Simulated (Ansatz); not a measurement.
Job for Ansatz (a first-principles code): R-BLYP/def2-TZVPP on H6MoO3 (SMILES [OH][MoH3]([OH])[OH]), 2S+1 = 1, a spin state set in the input, which need not be the lowest. Elements past Kr take the def2 small-core potentials; no spin–orbit coupling.

Ansatz 0.2 input:
```yaml
crystal:
  periodic: [false, false, false]
  atoms:
    - {symbol: Mo, position_ang: [-0.18775439, 0.19998587, -0.15013958]}
    - {symbol: O, position_ang: [-1.93558816, -0.50634624, -0.03037181]}
    - {symbol: H, position_ang: [-2.21015537, -1.34773810, 0.34454479]}
    - {symbol: O, position_ang: [0.10591707, 1.72975180, 0.91836979]}
    - {symbol: H, position_ang: [0.67719655, 1.81502142, 1.68665234]}
    - {symbol: O, position_ang: [0.47023258, 0.34799104, -1.91458816]}
    - {symbol: H, position_ang: [1.19275712, -0.13907628, -2.32031404]}
    - {symbol: H, position_ang: [0.29061923, -1.38388410, -0.25703461]}
    - {symbol: H, position_ang: [0.09802207, -0.65178519, 1.24332001]}
    - {symbol: H, position_ang: [1.37206404, -0.19963888, 0.24508556]}
basis:
  gaussian:
    orbitals: def2-TZVPP
hamiltonian:
  xc: {name: BLYP}
```

The head of its log:

```
WARN ansatz: RAYON_NUM_THREADS=4 ignored (pool sized by the plan → 4); use --threads N
Functional definition: BLYP
integrals: 0.14 GiB planned
1106 factors; their error is unknown
mean field: 1.06 GiB planned
mean field evaluation 1: about -8079.6392 eV, gradient 1.1e2 eV
mean field evaluation 2: about -7905.7903 eV, gradient 3.1e2 eV
```

### Question
Give the final energy of this run.

### Answer
-297.6094 hartree.
